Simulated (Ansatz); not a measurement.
Consider the formal exchange of groups at the Si–C bond: `CO[Si](C)(N)O` + SiH₄ → `CO[Si](N)(O)[SiH3]` + CH₄.

Program: Ansatz. Geometries: PBE0-D4/def2-TZVP. ΔE: electronic, gas phase. CBS: MP2 limit from def2 TZ/QZ plus the TZ coupled-cluster correction, frozen cores. This one scheme is used for every species. Functionals use def2-TZVPP. Each species was taken in one conformer, which may not be the lowest.

```tsv
species	ωB97X-V energy (Eh)
`CO[Si](C)(N)O`	-576.46637
SiH₄	-291.84038
`CO[Si](N)(O)[SiH3]`	-827.78685
CH₄	-40.51649
```

**Question.** Work out ΔE.

**Answer.** ΔE = (-827.78685) + (-40.51649) − (-576.46637) − (-291.84038) = 0.00341 Eh = +0.09 eV. CCSD(T)/CBS gives +0.10 eV.

Largest T1 diagnostic among the species: 0.012.

In def2-TZVPP, CCSD(T) changes the Hartree–Fock value by −0.11 eV (the triples alone add −0.02 eV) and MP2 by −0.07 eV. From PBE to PBE0 (25 % exact exchange), in def2-TZVPP and without D4, ΔE moves by +0.07 eV.
